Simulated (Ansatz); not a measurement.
A structure relaxed at PBE0-D4/def2-TZVP, charge 0, multiplicity 1:

Cartesian coordinates in Å:
```
B -0.938 1.280 0.857
C -0.072 0.511 -0.198
F 0.792 1.301 -0.914
O 0.686 -0.526 0.393
C 0.899 -1.615 -0.372
O 0.450 -1.802 -1.459
H -1.506 0.645 1.690
H -1.088 2.457 0.754
H -0.767 0.060 -0.929
H 1.544 -2.313 0.178
```

Q: Give its formula and SMILES.

A: C2H4BFO2, `BC(F)OC=O`.

Q: Summarise the bond lengths by kind.

A: 1 × B–C 1.567 Å; 2 × B–H 1.191 to 1.192 Å; 1 × C–F 1.373 Å; 3 × C–O 1.191 to 1.414 Å; 2 × C–H 1.098 to 1.105 Å.

Program: Ansatz 0.2.0.
